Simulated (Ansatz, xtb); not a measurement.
# CH2BrF3Si: which of two isomers lies lower

We compare I, `FC[Si](F)(F)Br`, a singlet, with II, `F[Si](F)(F)CBr`, a singlet. Both are isolated molecules in the gas phase, relaxed with PBE0-D3(BJ)/def2-SVP; each stands in its lowest conformer found.

Quicker runs give these differences E(II) − E(I): GFN2-xTB −0.561 eV; HF/STO-3G +0.282 eV (at GFN2-xTB geometries); r2SCAN-D4/def2-SVP −0.925 eV (at GFN2-xTB geometries).

Estimate which is lower in electronic energy at CCSD(T)/def2-SVP + ΔMP2/def2-TZVPP, and by roughly how much.

The CCSD(T)/def2-SVP + ΔMP2/def2-TZVPP calculation puts structure II lower, by 1.216 eV.

The same difference at several levels:

```csv
level,geometry,E(II) − E(I) (eV),departure from the last row (eV),"job, with rough time for the two"
GFN2-xTB,GFN2-xTB,−0.561,+0.655,"optimisation, 0.28 s"
HF/STO-3G,GFN2-xTB,+0.282,+1.499,"single point, 0.7 s"
r2SCAN-D4/def2-SVP,GFN2-xTB,−0.925,+0.291,"single point, 4.5 s"
PBE0-D3(BJ)/def2-SVP,PBE0-D3(BJ)/def2-SVP,−0.851,+0.366,"optimisation, 44 s"
HF/def2-SVP,PBE0-D3(BJ)/def2-SVP,−0.920,+0.297,part of the CCSD(T) run
MP2/def2-SVP,PBE0-D3(BJ)/def2-SVP,−1.063,+0.153,part of the CCSD(T) run
CCSD(T)/def2-SVP,PBE0-D3(BJ)/def2-SVP,−0.999,+0.217,single point
CCSD(T)/def2-SVP + ΔMP2/def2-TZVPP,PBE0-D3(BJ)/def2-SVP,−1.216,,"single point, 64 s"
```

As drawn, II has 1 F–Si, 1 C–Br in place of 1 C–F, 1 Br–Si.

HF/STO-3G puts the two in the other order. The largest departure from CCSD(T)/def2-SVP + ΔMP2/def2-TZVPP is that of HF/STO-3G, 1.499 eV. The last row adds to CCSD(T) the change of the MP2 difference between the two basis sets, here −0.217 eV, a large step that makes the value less sure.

With harmonic frequencies from PBE0-D3(BJ)/def2-SVP (ideal gas, rigid rotor, one conformer each, 298.15 K, 1 atm): on the last row, ΔE + ΔZPE = −1.226 eV. A mode under 50 cm⁻¹ makes harmonic enthalpies and free energies unreliable, so none is given.

The correlated steps freeze 18 core orbitals; the filled d shell of Br is correlated, in a basis made for valence electrons. Programs: Ansatz 0.2.0, xtb 6.7.1; the last row on 2 threads of Intel(R) Xeon(R) Platinum 8488C (Sapphire Rapids) on a shared host.
